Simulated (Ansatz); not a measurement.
Vertical ionisation energy (eV) of eight silicon and germanium compounds: PBE beside CAM-B3LYP, computed with Ansatz (a program for electronic structure) for isolated molecules in the bases named; differences from unrounded values. The eight are the first of their class met in an unordered collection, after screening for sound electronic states; none was chosen by its value. Functionals give these values as differences of separate SCF runs (ΔSCF), EOM-CCSD as a root; each molecule has one DFT geometry for both levels.

```tsv
molecule	basis	CAM-B3LYP	PBE	difference
C2H9FSi3, SMILES F[Si@H]1C[SiH2]C[SiH2]1	def2-SVPD	9.78	9.32	-0.46
C₂H₁₁NSi₃, SMILES CC[Si@H]1N[SiH2][SiH2]1	def2-SVPD	8.88	[?]	[?]
H11NSi4, SMILES [SiH3]N[SiH2][SiH2][SiH3]	def2-SVPD	8.99	8.48	-0.51
C2H8Ge, SMILES C[CH2][GeH3]	def2-SVPD	10.51	10.17	-0.34
C₃H₁₁NOSi, SMILES N[SiH2]OC(C)C	def2-SVPD	9.76	[?]	[?]
C₂H₈FNSi₂, SMILES C=C[Si@H](N)[SiH2]F	def2-SVPD	9.40	8.76	-0.64
Si(H)2(Me)(vinyl) (C3H8Si), SMILES C=C[SiH2]C	def2-SVPD	10.02	[?]	[?]
germyloxygermane (Ge2H6O), SMILES [GeH3][O][GeH3]	def2-SVPD	10.37	9.80	-0.57
```

Q: Some entries are withheld; supply them. (Estimate from the structure and the level; the computed values follow.)

A: 
- Si(H)2(Me)(vinyl) (C3H8Si), SMILES C=C[SiH2]C, PBE: 9.67
- Si(H)2(Me)(vinyl) (C3H8Si), SMILES C=C[SiH2]C, difference: -0.35
- C₂H₁₁NSi₃, SMILES CC[Si@H]1N[SiH2][SiH2]1, PBE: 8.42
- C₂H₁₁NSi₃, SMILES CC[Si@H]1N[SiH2][SiH2]1, difference: -0.46
- C₃H₁₁NOSi, SMILES N[SiH2]OC(C)C, PBE: 9.02
- C₃H₁₁NOSi, SMILES N[SiH2]OC(C)C, difference: -0.74

PBE lies below CAM-B3LYP in 8 and above it in 0 of the eight; the mean signed difference is -0.51 and the largest -0.74 eV.
